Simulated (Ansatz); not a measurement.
C$_{2}$H$_{2}$AlFO$_{2}$, SMILES `O=[C]1O[CH](F)[AlH]1`, relaxed with RKS PBE-D4/def2-SVP in Ansatz 0.2.0 from a rough embedded geometry. The force threshold is 0.03 eV/Å; the program also tests the step.

Charge 0, multiplicity 1.

Start:

```xyz
8

O    -1.796    1.546   -0.892
C    -0.882    0.784   -0.639
O     0.088    0.090   -1.431
C     0.760   -0.621   -0.260
F     2.018   -0.206   -0.163
Al   -0.302    0.069    1.089
H     0.646   -1.695   -0.382
H    -0.534    0.034    2.678
```

| step | energy (eV) | largest force (eV/Å) | largest move (Å) |
| --- | --- | --- | --- |
| 1 | -15490.2230 | 2.239 | 0.000 |
| 2 | -15491.1044 | 2.152 | 0.196 |
| 3 | -15491.3094 | 1.316 | 0.109 |
| 4 (rejected) | -15491.3009 | 1.457 | 0.120 |
| 5 | -15491.3718 | 0.162 | 0.060 |
| 6 | -15491.3735 | 0.079 | 0.014 |
| 7 | -15491.3746 | 0.033 | 0.025 |
| 8 | -15491.3747 | 0.063 | 0.009 |
| 9 | -15491.3748 | 0.021 | 0.003 |

End:

```xyz
8

O    -1.676    1.618   -1.138
C    -0.958    0.875   -0.537
O    -0.061   -0.021   -1.226
C     0.742   -0.714   -0.277
F     2.020   -0.143   -0.257
Al   -0.344    0.064    1.232
H     0.850   -1.765   -0.614
H    -0.571    0.085    2.817
```

It took 12 s on 4 threads of a server CPU on a shared host, with 0.17 GiB of host memory at the peak.
